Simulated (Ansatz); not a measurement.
Ge₂₄H₃₀, a nanocrystal cut from hexagonal germanium. The state is a triplet with charge 0. Geometry PBE-D4/def2-SVP, that of the neutral singlet; atoms count from 1.

Cartesian coordinates in Å:
```
Ge -4.363 -1.483 -0.103
Ge -4.199 -2.275 2.217
Ge -2.417 0.310 -3.166
Ge -2.018 2.724 -3.248
Ge -2.251 -0.480 -0.837
Ge -1.690 1.380 0.661
Ge -1.958 -1.812 3.089
Ge -1.517 0.597 2.994
Ge 0.230 3.188 -2.397
Ge 0.414 2.412 -0.064
Ge 0.946 4.276 1.435
Ge 0.718 1.095 3.865
Ge 1.123 3.508 3.762
Ge -0.768 -0.852 -4.552
Ge -0.461 -2.145 -0.626
Ge -0.282 -2.941 1.702
Ge 1.473 -0.368 -3.696
Ge 1.893 2.042 -3.780
Ge 1.662 -1.166 -1.370
Ge 2.164 0.705 0.135
Ge 1.973 -2.499 2.553
Ge 2.352 -0.079 2.466
Ge 3.434 -2.846 -1.165
Ge 3.623 -3.643 1.151
H -5.500 -0.425 -0.222
H -4.722 -2.670 -1.044
H -5.266 -1.559 3.097
H -4.483 -3.805 2.275
H -3.855 0.000 -3.692
H -3.073 3.458 -2.369
H -2.162 3.248 -4.708
H -2.827 2.448 0.581
H -1.821 -2.303 4.564
H -2.586 1.353 3.845
H 0.494 4.727 -2.428
H -0.165 5.361 1.318
H 2.289 4.925 0.988
H 0.827 0.572 5.332
H 0.082 4.255 4.646
H 2.540 3.831 4.320
H -0.892 -0.397 -6.037
H -1.029 -2.386 -4.499
H -0.799 -3.365 -1.541
H -0.549 -4.480 1.716
H 2.537 -1.115 -4.562
H 1.819 2.552 -5.250
H 3.321 2.343 -3.238
H 3.529 1.335 -0.288
H 2.068 -2.982 4.034
H 3.794 0.238 2.976
H 3.121 -4.041 -2.113
H 4.785 -2.222 -1.622
H 3.383 -5.181 1.202
H 5.057 -3.367 1.690
```

Single mean-field runs in def2-SVP are fitted with def2-universal-jkfit. At PBE0-D4/def2-SVP a singlet of charge 0 lies 4.22 eV below the triplet at the same geometry.

(1) Estimate the Mulliken populations of the heavy atoms from the PBE0/def2-SVP orbitals of Ansatz.

(2) Where does the spin sit?

(3) And the Mayer bond orders between heavy atoms (over 0.3)?

## Answers

(1) 
```csv
atom,charge (e),spin (α − β)
Ge1,0.11,0.04
Ge2,0.10,0.02
Ge3,0.03,0.01
Ge4,0.10,0.00
Ge5,-0.15,0.08
Ge6,-0.01,0.02
Ge7,0.02,0.01
Ge8,-0.02,0.02
Ge9,0.01,0.03
Ge10,-0.11,0.20
Ge11,0.09,0.23
Ge12,0.04,0.05
Ge13,0.08,0.08
Ge14,0.10,0.00
Ge15,-0.01,0.01
Ge16,-0.02,0.02
Ge17,0.01,0.03
Ge18,0.10,0.02
Ge19,-0.11,0.20
Ge20,-0.03,0.25
Ge21,0.04,0.05
Ge22,-0.03,0.08
Ge23,0.09,0.22
Ge24,0.08,0.08
```
Mulliken values depend strongly on the basis.

(2) Summed by element: Ge 1.77, H 0.23, of 2 unpaired in all. Largest on single atoms: Ge20 0.25, Ge11 0.23, Ge23 0.22.

(3) Ge1–Ge2 0.92 (2.46 Å); Ge1–Ge5 0.85 (2.45 Å); Ge2–Ge7 0.90 (2.45 Å); Ge3–Ge4 0.92 (2.45 Å); Ge3–Ge5 0.90 (2.47 Å); Ge3–Ge14 0.92 (2.45 Å); Ge4–Ge9 0.93 (2.45 Å); Ge5–Ge6 0.90 (2.45 Å); Ge5–Ge15 0.90 (2.45 Å); Ge6–Ge8 0.90 (2.47 Å); Ge6–Ge10 0.93 (2.45 Å); Ge7–Ge8 0.90 (2.45 Å); Ge7–Ge16 0.90 (2.45 Å); Ge8–Ge12 0.90 (2.45 Å); Ge9–Ge10 0.89 (2.47 Å); Ge9–Ge18 0.91 (2.45 Å); Ge10–Ge11 0.63 (2.45 Å); Ge10–Ge20 0.79 (2.45 Å); Ge11–Ge13 0.95 (2.46 Å); Ge12–Ge13 0.85 (2.45 Å); Ge12–Ge22 0.84 (2.45 Å); Ge14–Ge17 0.93 (2.45 Å); Ge15–Ge16 0.90 (2.47 Å); Ge15–Ge19 0.93 (2.45 Å); Ge16–Ge21 0.90 (2.45 Å); Ge17–Ge18 0.91 (2.45 Å); Ge17–Ge19 0.89 (2.47 Å); Ge19–Ge20 0.79 (2.45 Å); Ge19–Ge23 0.63 (2.45 Å); Ge20–Ge22 0.95 (2.47 Å); Ge21–Ge22 0.84 (2.45 Å); Ge21–Ge24 0.85 (2.45 Å); Ge23–Ge24 0.95 (2.46 Å).
